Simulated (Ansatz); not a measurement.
TcO3H. The state is a singlet with charge 0. Geometry PBE-D4/def2-TZVP; atoms count from 1.

```tsv
atom	x (Å)	y (Å)	z (Å)
Tc1	-0.051	-0.023	0.031
O2	-1.324	1.020	-0.345
O3	-0.269	-1.584	-0.576
O4	0.370	0.002	1.666
H5	1.274	0.585	-0.776
```

In the def2 sets Tc takes a core potential; there is no spin–orbit coupling. The restricted singlet is unstable towards broken spin symmetry in Hartree–Fock (as tested in another run); at PBE0-D4/def2-TZVP this wasn't settled.

Question: Estimate the Mulliken populations from the PBE0/def2-TZVP orbitals of Ansatz.

Answer: 
```csv
atom,charge (e),d electrons
Tc1,1.45,4.68
O2,-0.50,–
O3,-0.50,–
O4,-0.50,–
H5,0.05,–
```
Mulliken values depend strongly on the basis.

Question: And the Mayer bond orders between heavy atoms (over 0.3)?

Answer: Tc1–O2 1.78 (1.69 Å); Tc1–O3 1.78 (1.69 Å); Tc1–O4 1.78 (1.69 Å).
